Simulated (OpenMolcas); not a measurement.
An OpenMolcas run meant for K (ANO-RCC-VDZP, DKH3; inactive shells 1s 2s 2p 3s 3p; intended active space 1 electron in 8 orbitals (4s 4p 5s 5p)). One step of its input:

```
&CASPT2
Multistate=1 1
Frozen=2 3
IPEA=0.25
Shift=5.0
MaxIter=60
WThr=0.0 0.3 0.05
PrWF=0.5
NoMix
```

The run finished. Its levels beside those of a sound run (SS-CASPT2, IPEA 0.25 Eh, imaginary shift 0.1 Eh (closed shells correlated: 3s 3p)), in cm-1 above each run's lowest level:

| Level | This run | Usual run |
| --- | --- | --- |
| 4s 2S 1/2 | 0.0 | 0.0 |
| 4p 2P* 1/2 | 12143 | 12670 |
| 4p 2P* 3/2 | 12182 | 12708 |

Q: Which setting is unsound, and how much does it matter here?

A: The level shift is far above the usual 0.1 to 0.3 hartree and damps the second-order energy. Against the sound run the excited levels shown move by 530 cm-1 on average and by 530 cm-1 at most.

With one active electron outside closed inactive shells, the extra shells (5p 5s) add no correlation to the reference. ANO sets are built for ground and valence states and can reach diffuse excited orbitals poorly. With one active electron, CASPT2 adds the correlation within the correlated inactive shells and between them and that electron, and leaves the splitting within a term as the reference gives it. Only configurations of the active space appear.

* marks odd parity.
